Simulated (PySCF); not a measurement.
## Electric field gradients and quadrupole coupling constants

C₆H₄S.
Geometry (PBE0-D3(BJ)/def2-SVP, Å), atoms numbered from 1 in this order:
```xyz
11
C6H4S angstrom
C      3.107    0.040   -0.209
C      1.894    0.068   -0.166
C      0.482    0.109   -0.116
C     -0.417   -0.911   -0.363
C     -1.766   -0.501   -0.219
C     -1.879    0.820    0.135
S     -0.351    1.575    0.296
H      4.180    0.012   -0.247
H     -0.097   -1.915   -0.639
H     -2.624   -1.157   -0.371
H     -2.790    1.390    0.311
```

Field gradients from the PBE0/pcSseg-1 density (PySCF, non-relativistic), principal values in atomic units, ordered |Vxx| ≤ |Vyy| ≤ |Vzz|:

```json
{"atom": "S7", "Vxx": "-0.4036", "Vyy": "-1.4663", "Vzz": "1.8699"}
```

Task: Find the asymmetry η = (Vxx − Vyy)/Vzz and the couplings χ = eQV/h (234.96 MHz × Q in barn × V in au), with Q(33S) = −0.0678 b.

Result: 
| atom | environment | nucleus | η | χzz (MHz) | χxx (MHz) | χyy (MHz) |
| --- | --- | --- | --- | --- | --- | --- |
| S7 | thiophene-type sulfur | 33S | 0.57 | -29.79 | 6.43 | 23.36 |

Task: What is Vzz at S7 in SI units (1 au = 9.71736 × 10²¹ V/m²)?

Result: 1.8699 au = 18.170 × 10²¹ V/m².

Task: What couplings would deuterons (Q(2H) = 0.00286 b) have in place of the hydrogens, at this geometry?

Result: 
```tsv
atom	bonded to	bond length (Å)	Vzz (au)	η	χzz (kHz)
H8	C1	1.074	0.3431	0.02	231
H9	C4	1.090	0.3093	0.07	208
H10	C5	1.091	0.3098	0.07	208
H11	C6	1.089	0.3120	0.10	210
```

Isolated species at its PBE0-D3(BJ)/def2-SVP geometry, gas phase. With a basis this small, the couplings can be 20 % off.

These values come from a run that also computed NMR shieldings. Time: 12 s wall. Hardware: Arm Neoverse V1, one thread, no GPU, on a shared host.
